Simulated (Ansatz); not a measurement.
Geometry optimisation, RHF/def2-SVPD (Ansatz 0.2.0).

Input:

```yaml
crystal:
  periodic: [false, false, false]
  atoms:
    - { symbol: C, position_ang: [0.22822, 1.34858, -0.04784] }
    - { symbol: C, position_ang: [-0.56462, 0.03127, 0.06408] }
    - { symbol: Si, position_ang: [0.38876, -1.5785, -0.02034] }
    - { symbol: F, position_ang: [1.93459, -1.32833, -0.21095] }
    - { symbol: H, position_ang: [-0.46368, 2.18323, 0.02024] }
    - { symbol: H, position_ang: [0.74929, 1.42544, -0.99696] }
    - { symbol: H, position_ang: [0.95321, 1.45114, 0.75356] }
    - { symbol: H, position_ang: [-1.1288, 0.03733, 1.01185] }
    - { symbol: H, position_ang: [-1.32999, 0.01079, -0.73001] }
    - { symbol: H, position_ang: [0.18914, -3.00809, 0.03042] }
total_charge: 1
basis:
  gaussian: { orbitals: def2-SVPD }
hamiltonian:
  xc: hf
relax:
  f_tol: 0.015
  max_steps: 40
```

Run as:

```bash
$ ansatz run input.yaml --threads 2 --pin off --max-ram 3072MiB --backend cpu --events-out ev --progress --plain --runs-dir out
```

Problem. Where does it end, and by what steps?

Solution. The forces met the threshold. Limits of this set-up: the dipole of an ion depends on the origin. After 8 steps the energy has fallen by 0.156 eV; H10 moved furthest, 0.23 Å.

| step | energy less start (eV) | largest force component (eV/Å) | accepted |
| --- | --- | --- | --- |
| 0 | 0.0000 | 1.497 | yes |
| 1 | -0.1210 | 0.459 | yes |
| 2 | -0.1442 | 0.269 | yes |
| 3 | -0.1549 | 0.102 | yes |
| 4 | -0.1550 | 0.113 | yes |
| 5 | -0.1539 | 0.204 | no |
| 6 | -0.1551 | 0.186 | yes |
| 7 | -0.1561 | 0.030 | yes |
| 8 | -0.1562 | 0.008 | yes |

```xyz
10
Properties=species:S:1:pos:R:3
C 0.218 1.363 -0.047
C -0.535 0.025 0.062
Si 0.469 -1.499 -0.031
F 2.018 -1.408 -0.216
H -0.503 2.174 0.024
H 0.739 1.456 -0.998
H 0.944 1.484 0.755
H -1.096 -0.060 1.003
H -1.296 -0.088 -0.722
H -0.002 -2.876 0.046
```

Whether the end is a true minimum wasn't checked by a vibrational analysis.

Run time: 20 s on 2 threads of Arm Neoverse V1, on a shared host, peak memory 0.31 GiB.
